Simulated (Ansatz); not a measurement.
`ClBC1C[SiH2]1` + fluoromethane → `FCBCl` + `C1C[SiH2]1`  (formal exchange of groups at a B–C bond)

Computed with Ansatz on PBE0-D4/def2-TZVP structures; ΔE is electronic, products minus reactants. CCSD(T)/CBS is the MP2 limit (def2-TZVPP, def2-QZVPP) plus CCSD(T) − MP2 in def2-TZVPP, frozen cores. This one scheme is used for every species. DFT in def2-TZVPP. Each species was taken in one conformer, which may not be the lowest.

Problem. Is it downhill or uphill in electronic energy at CCSD(T)/CBS, and by how much? (Estimate.)

Solution. Ansatz gave: Uphill: ΔE = +15.1 kcal/mol.

Problem. What do these levels give: PBE0-D4, ωB97X-V, B2PLYP, PBE, r2SCAN, HF/def2-TZVPP? (Best estimate.)

Solution. The calculation gave: PBE0-D4 14.4, ωB97X-V 12.9, B2PLYP 13.5, PBE 13.0, r2SCAN 13.9, HF/def2-TZVPP 11.0 kcal/mol.

Largest T1 diagnostic among the species: 0.012.

In def2-TZVPP, CCSD(T) changes the Hartree–Fock value by +3.7 kcal/mol (the triples alone add +0.9 kcal/mol) and MP2 by +5.7 kcal/mol. The D4 term adds +2.0 kcal/mol with B3LYP and +1.1 kcal/mol with PBE0; it sums over pairs of atoms, weighted by their polarisabilities, and B3LYP, whose exchange is more repulsive, gets the larger term.

B3LYP here is the variant with VWN-RPA as its local correlation; programs differ in this.
